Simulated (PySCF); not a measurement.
Ruthenium: a sound run and one with changed settings

Sound run: Ru [Kr] 4d7 5s1, Ru⁺ [Kr] 4d7. Calculation: PySCF 2.14, in def2-TZVP with the def2 core potential (28 electrons); a scalar-relativistic core potential. The sound run starts from symmetry-adapted Hartree-Fock orbitals and uses a fine grid where one is needed.

A second run was set up differently.

```
species  method  sound run (hartree)  changed run (hartree)  converged
     Ru     UHF            -94.12114              -94.11998         no
     Ru   M06-L                  n/a              -94.85351         no
     Ru   B3LYP            -94.83863              -94.80664         no
    Ru⁺     UHF            -93.88957              -93.88897         no
    Ru⁺   M06-L            -94.59091              -94.58759         no
    Ru⁺   B3LYP            -94.55860              -94.52660         no
```

Task: What was changed?
A. basis contracted for another Hamiltonian
B. angular grid far too coarse
C. a valence shell is frozen
D. too few SCF iterations

Result: D. It used initial guess atom, at most 3 SCF cycles. The SCF was stopped early; the energies are upper bounds that still move, and correlated levels were skipped or rest on poor orbitals.
